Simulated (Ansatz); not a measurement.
Z-matrix (Å, degrees):
```
Mo
O 1 1.870
S 1 2.102 2 110.4
N 1 1.907 2 110.4 3 118.9
S 1 2.102 2 108.9 3 -123.0
H 2 0.961 1 120.5 3 -22.2
H 4 1.009 1 123.4 2 94.0
H 4 1.009 1 123.7 2 -95.8
```

Charge 0, multiplicity 1. Mo: def2 effective core potential.

Q: List the PBE/def2-TZVPP orbital energies in eV (Ansatz 0.2.0). (Best estimate.)

A: Ansatz gave: Occupied: -2395.67, -2395.53, -511.01, -381.15, -208.63, -208.50, -154.71, -154.68, -154.64, -154.57, -154.55, -154.51, -68.24, -42.25, -42.15, -42.10, -24.87, -21.43, -16.76, -16.44, -12.96, -12.82, -10.85, -9.54, -9.17, -8.38, -8.18, -7.68, -7.40, -7.10, -6.55, -6.08. Lowest empty: -3.65, -3.10, -2.27, -1.88, -1.72, -0.69, 0.12, 0.76.
